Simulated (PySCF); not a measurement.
Compound: C9H19N.
Structure used (PBE0-D3(BJ)/def2-SVP), in Å, numbered top down from 1:
```
atom  x, y, z in Å
C1    -2.1589    0.7640   -1.1425
C2    -1.8579   -0.3604   -0.1529
C3    -2.2349    0.0866    1.2582
C4    -2.6385   -1.6172   -0.5332
C5    -0.3543   -0.6936   -0.1954
N6     0.5006    0.4278    0.1521
C7     1.3841    0.9008   -0.8988
C8     2.6997    0.0975   -0.7623
C9     2.6685   -0.4224    0.6888
C10    1.3943    0.2159    1.2760
H11   -1.5610    1.6553   -0.8998
H12   -1.9222    0.4611   -2.1759
H13   -3.2237    1.0444   -1.1107
H14   -1.6278    0.9555    1.5539
H15   -3.2977    0.3705    1.3142
H16   -2.0628   -0.7190    1.9911
H17   -2.3749   -1.9602   -1.5471
H18   -2.4319   -2.4437    0.1662
H19   -3.7237   -1.4293   -0.5162
H20   -0.1124   -1.0722   -1.2071
H21   -0.1723   -1.5406    0.4922
H22    0.9074    0.8038   -1.8843
H23    1.5836    1.9756   -0.7436
H24    2.7276   -0.7369   -1.4791
H25    3.5804    0.7236   -0.9692
H26    2.5851   -1.5202    0.7060
H27    3.5709   -0.1609    1.2613
H28    0.9111   -0.3889    2.0566
H29    1.6372    1.1933    1.7299
```

Probes without a nucleus sit at each ring's centroid and 1 Å off its mean plane on both sides; NICS is minus the shielding there, NICSzz its component along the normal. Level: GIAO PBE0/pcSseg-1 (PySCF, non-relativistic, gas phase) on the PBE0-D3(BJ)/def2-SVP geometry, one conformer.

Ring bond lengths (Å), with Mayer bond orders in brackets: N6–C7 1.452 (0.98), C7–C8 1.547 (1.02), C8–C9 1.542 (1.03), C9–C10 1.541 (1.02), C10–N6 1.451 (0.98).

Give the NICS values of each ring in ppm.

| ring | type | NICS(0) | NICS(1), two faces | NICS(1)zz, two faces | rms pucker (Å) | centre to ring atoms, mean (Å) |
| --- | --- | --- | --- | --- | --- | --- |
| N6–C7–C8–C9–C10 | 5-membered ring with N; formal bonds all single | -6.9 | -3.9 / -4.6 | -8.2 / -6.7 | 0.17 | 1.26 |

What do they say, and how far can they be read as aromaticity?

- N6–C7–C8–C9–C10: mean NICS(1)zz -7.5 ppm, shielded. C7, C8, C9, C10 have four or more neighbours, and the NICS criterion for π rings isn't applied.

What field does 14.1 T along the ring normal induce along that normal at the second NICS(1) probe listed for ring N6–C7–C8–C9–C10, 1 Å off the ring?

NICSzz × B0 = -6.7 ppm × 14.1 T = -94 μT, against the applied field.

List the ring angles and the Hirshfeld charges of the ring atoms.

- N6–C7–C8–C9–C10: N6 103.5° (-0.087 e), C7 106.5° (-0.027 e), C8 103.9° (-0.076 e), C9 103.6° (-0.077 e), C10 105.9° (-0.027 e); sum 523.5° against 540° for a flat convex ring.

What are the shieldings of the ring atoms and their hydrogens in the same run (means over atoms taken as equivalent)?

```csv
atoms,environment,σ isotropic (ppm),"principal values of the symmetric part, first atom (ppm)"
N6,tertiary amine nitrogen,202.3,"164.4, 220.5, 222.0"
C7 (×2),sp3 carbon bound to nitrogen,125.4,"94.8, 112.0, 170.6"
C8 (×2),ring CH2 carbon,160.6,"130.1, 174.4, 177.8"
H22 (×4),methylene hydrogen,28.70,"23.2, 29.7, 33.3"
H24 (×4),methylene hydrogen,29.80,"25.3, 27.2, 36.5"
```

How do the values depend on the level or the medium?

```json
{"level": "PBE0/pcSseg-1, gas", "NICS(0), N6–C7–C8–C9–C10": "-6.9", "mean NICS(1)zz, N6–C7–C8–C9–C10": "-7.5"}
{"level": "wB97X-D/pcSseg-1, gas", "NICS(0), N6–C7–C8–C9–C10": "-6.8", "mean NICS(1)zz, N6–C7–C8–C9–C10": "-7.2"}
```

The geometry is the same throughout.

Hardware: one thread of an x86-64 server, no GPU, shared host. Cost: 97 s of wall time. This is the whole shielding run at PBE0/pcSseg-1, SCF included.
